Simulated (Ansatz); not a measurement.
Born–Oppenheimer molecular dynamics of CH₆BNO (10 atoms, charge 0, multiplicity 1). It goes on from the last frame of an earlier run, with new velocities.

Level of theory: Ansatz 0.2.0, RHF/def2-SVP.

```
ensemble                      : NVE (velocity Verlet)
time step                     : 0.5 fs
steps asked                   : 250
starting velocities drawn for : 1000 K
seed                          : 471872
```

Frames 2.5 fs apart, positions in Å, forces in eV/Å.

Velocities at 70 fs (Å/ps):

```
B -0.28 5.78 -5.69
O -1.48 -5.03 4.93
H -20.18 32.69 6.50
N 2.25 3.48 -8.08
H -54.18 -13.27 -3.25
H 1.42 -16.81 47.19
C 6.83 -1.04 5.03
H -22.30 -3.92 -5.68
H 8.37 -7.96 -16.20
H 0.83 -8.95 6.52
```

```xyz
10
Properties=species:S:1:pos:R:3:forces:R:3 time_fs=70 energy_less_start_eV=0.430 T=594
B 0.124 0.240 -0.023 0.86 -0.90 2.13
O 0.395 0.119 1.356 -3.54 1.46 2.44
H -0.369 0.341 2.054 3.35 -1.08 -3.58
N 1.320 0.168 -0.780 -0.97 0.10 -1.55
H 2.249 0.066 -0.423 -0.33 0.06 0.34
H 1.283 0.104 -1.788 0.10 0.08 0.53
C -1.408 0.272 -0.493 -0.60 0.40 -0.55
H -2.021 -0.282 0.252 0.40 0.38 -0.38
H -1.799 1.333 -0.511 0.37 -1.10 -0.10
H -1.630 -0.207 -1.482 0.35 0.61 0.73
10
Properties=species:S:1:pos:R:3:forces:R:3 time_fs=72.5 energy_less_start_eV=0.355 T=665
B 0.127 0.251 -0.031 1.24 -1.28 2.66
O 0.385 0.110 1.372 -1.11 1.09 -0.75
H -0.323 0.388 1.970 0.91 -0.55 -1.07
N 1.320 0.178 -0.800 -4.29 1.18 2.50
H 2.159 0.028 -0.399 3.03 -0.46 1.61
H 1.288 0.059 -1.722 0.02 -0.47 -4.37
C -1.393 0.270 -0.482 -0.82 -0.49 -0.49
H -2.059 -0.277 0.226 0.71 0.49 -0.16
H -1.771 1.289 -0.553 -0.10 0.21 0.01
H -1.617 -0.213 -1.447 0.40 0.29 0.05
10
Properties=species:S:1:pos:R:3:forces:R:3 time_fs=75 energy_less_start_eV=0.506 T=524
B 0.135 0.256 -0.024 0.74 -1.47 2.42
O 0.373 0.102 1.383 4.80 -1.54 -5.55
H -0.270 0.426 1.858 -4.98 2.20 3.79
N 1.305 0.191 -0.813 0.91 -0.73 -0.82
H 2.197 -0.028 -0.308 -1.72 0.51 -1.27
H 1.296 -0.004 -1.839 0.17 0.44 2.09
C -1.382 0.266 -0.473 0.18 -0.13 -0.31
H -2.060 -0.247 0.195 0.07 -0.08 0.71
H -1.747 1.257 -0.595 -0.42 1.22 0.03
H -1.580 -0.203 -1.411 0.24 -0.42 -1.08
10
Properties=species:S:1:pos:R:3:forces:R:3 time_fs=77.5 energy_less_start_eV=0.535 T=496
B 0.148 0.253 -0.004 -0.13 -1.27 1.34
O 0.374 0.093 1.379 -3.02 2.65 0.92
H -0.408 0.541 1.895 3.18 -2.07 -1.92
N 1.292 0.202 -0.828 1.73 -1.24 -0.88
H 2.160 -0.059 -0.277 -1.74 0.68 -1.71
H 1.313 -0.044 -1.866 -0.07 0.71 2.92
C -1.370 0.261 -0.467 0.01 1.19 -1.37
H -2.054 -0.219 0.202 -0.25 -0.33 0.79
H -1.744 1.285 -0.634 0.10 -0.09 0.24
H -1.528 -0.213 -1.430 0.19 -0.24 -0.33
10
Properties=species:S:1:pos:R:3:forces:R:3 time_fs=80 energy_less_start_eV=0.450 T=574
B 0.160 0.242 0.023 -0.67 -0.85 -0.44
O 0.365 0.092 1.376 -2.05 2.28 1.24
H -0.400 0.555 1.849 2.52 -1.82 -1.23
N 1.284 0.209 -0.845 -2.50 1.29 2.93
H 2.043 -0.056 -0.332 2.85 -0.60 1.10
H 1.325 -0.050 -1.753 -0.22 -0.71 -3.08
C -1.359 0.262 -0.467 -0.75 0.98 -1.46
H -2.059 -0.207 0.250 0.39 0.13 -0.34
H -1.736 1.310 -0.660 0.40 -0.94 0.35
H -1.466 -0.237 -1.466 0.02 0.23 0.92
10
Properties=species:S:1:pos:R:3:forces:R:3 time_fs=82.5 energy_less_start_eV=0.584 T=450
B 0.168 0.227 0.048 -1.14 -0.49 -2.04
O 0.352 0.098 1.375 6.65 -2.87 -3.06
H -0.295 0.492 1.762 -6.06 3.24 4.26
N 1.269 0.220 -0.852 -0.27 0.00 2.08
H 2.060 -0.078 -0.344 1.28 0.00 0.15
H 1.324 -0.088 -1.778 -0.53 -0.14 -1.09
C -1.350 0.267 -0.473 -0.18 0.04 -0.20
H -2.042 -0.190 0.281 0.49 0.21 -0.87
H -1.707 1.288 -0.667 0.07 -0.07 0.10
H -1.403 -0.250 -1.455 -0.29 0.07 0.67
10
Properties=species:S:1:pos:R:3:forces:R:3 time_fs=85 energy_less_start_eV=0.606 T=426
B 0.170 0.209 0.062 -1.71 0.03 -2.61
O 0.356 0.098 1.369 -1.29 1.68 3.18
H -0.409 0.538 1.840 2.21 -1.58 -1.05
N 1.253 0.230 -0.850 3.66 -2.58 -0.77
H 2.150 -0.099 -0.347 -2.15 1.16 -1.60
H 1.292 -0.132 -1.868 -0.67 1.26 3.16
C -1.343 0.273 -0.481 1.15 -0.35 0.76
H -2.002 -0.163 0.266 -0.33 -0.28 -0.18
H -1.674 1.265 -0.669 -0.34 1.16 -0.26
H -1.357 -0.261 -1.409 -0.53 -0.50 -0.63
10
Properties=species:S:1:pos:R:3:forces:R:3 time_fs=87.5 energy_less_start_eV=0.409 T=614
B 0.163 0.191 0.062 -1.10 0.49 -2.08
O 0.357 0.102 1.372 -2.46 2.00 3.93
H -0.445 0.522 1.889 3.39 -2.04 -2.05
N 1.250 0.231 -0.849 1.54 -1.25 0.49
H 2.135 -0.059 -0.431 -0.52 0.53 -0.39
H 1.222 -0.112 -1.801 -0.45 0.44 0.53
C -1.330 0.278 -0.486 1.05 0.44 -0.10
H -1.979 -0.151 0.241 -0.91 -0.50 0.48
H -1.658 1.297 -0.683 0.00 0.10 -0.17
H -1.342 -0.298 -1.394 -0.56 -0.21 -0.63
10
Properties=species:S:1:pos:R:3:forces:R:3 time_fs=90 energy_less_start_eV=0.498 T=534
B 0.150 0.176 0.050 0.49 0.71 -0.30
O 0.352 0.113 1.388 5.29 -1.78 -2.83
H -0.323 0.405 1.846 -4.78 1.77 3.40
N 1.252 0.227 -0.846 -2.93 1.21 2.85
H 2.110 0.007 -0.532 3.53 -0.66 1.39
H 1.122 -0.071 -1.723 -0.60 -0.96 -3.92
C -1.312 0.284 -0.491 -0.89 -0.17 -0.80
H -2.003 -0.164 0.236 -0.08 0.21 -0.23
H -1.642 1.336 -0.707 0.34 -1.04 0.05
H -1.359 -0.344 -1.411 -0.36 0.71 0.39
10
Properties=species:S:1:pos:R:3:forces:R:3 time_fs=92.5 energy_less_start_eV=0.171 T=837
B 0.140 0.165 0.038 1.23 0.75 1.63
O 0.362 0.120 1.397 -0.30 0.26 0.22
H -0.392 0.349 1.941 0.64 -0.36 -0.60
N 1.246 0.226 -0.834 0.59 -1.41 -1.89
H 2.232 0.049 -0.574 -1.67 0.26 -0.31
H 0.999 -0.067 -1.809 1.04 0.78 1.76
C -1.299 0.289 -0.500 -2.13 -1.36 -0.64
H -2.034 -0.165 0.221 0.57 0.67 -0.56
H -1.608 1.322 -0.730 0.14 -0.40 0.01
H -1.398 -0.352 -1.411 -0.09 0.80 0.38
10
Properties=species:S:1:pos:R:3:forces:R:3 time_fs=95 energy_less_start_eV=0.672 T=367
B 0.136 0.158 0.033 1.37 0.69 2.46
O 0.372 0.127 1.405 -3.61 0.72 2.30
H -0.467 0.292 2.031 3.85 -0.84 -3.18
N 1.241 0.220 -0.829 1.33 -1.37 -2.79
H 2.281 0.099 -0.623 -2.97 0.23 -0.40
H 0.931 -0.026 -1.822 1.60 0.82 2.35
C -1.296 0.287 -0.512 -1.43 -1.53 -0.07
H -2.036 -0.131 0.177 0.02 0.33 0.21
H -1.567 1.288 -0.752 -0.21 1.03 -0.17
H -1.442 -0.318 -1.394 0.06 -0.07 -0.71
10
Properties=species:S:1:pos:R:3:forces:R:3 time_fs=97.5 energy_less_start_eV=0.256 T=754
B 0.140 0.155 0.042 1.44 0.56 2.16
O 0.372 0.135 1.421 2.27 -0.23 -2.69
H -0.350 0.193 1.961 -2.26 0.15 1.46
N 1.240 0.209 -0.833 -2.42 0.13 1.72
H 2.184 0.162 -0.692 2.27 -0.17 0.74
H 0.947 0.058 -1.725 -0.16 -0.25 -3.07
C -1.299 0.279 -0.525 -0.48 0.03 -0.49
H -2.040 -0.078 0.147 -0.83 -0.16 0.99
H -1.536 1.305 -0.783 -0.01 0.43 0.10
H -1.483 -0.285 -1.415 0.18 -0.47 -0.92
```

Of the whole run (125 fs, mean temperature of the second half 572 K): The conserved energy stayed within 2.5 meV per atom of its start (net change 1.1 meV per atom), so the integration is sound. Over the second half the temperature averaged 0.57 of the 1000 K drawn at the start: a run that starts near a minimum puts about half its kinetic energy into the potential. A run of 0.12 ps of so small a system gives no equilibrium averages.

The run took 2.3 min on 2 threads of Arm Neoverse V2, with other jobs on the host, peak memory 0.14 GiB.
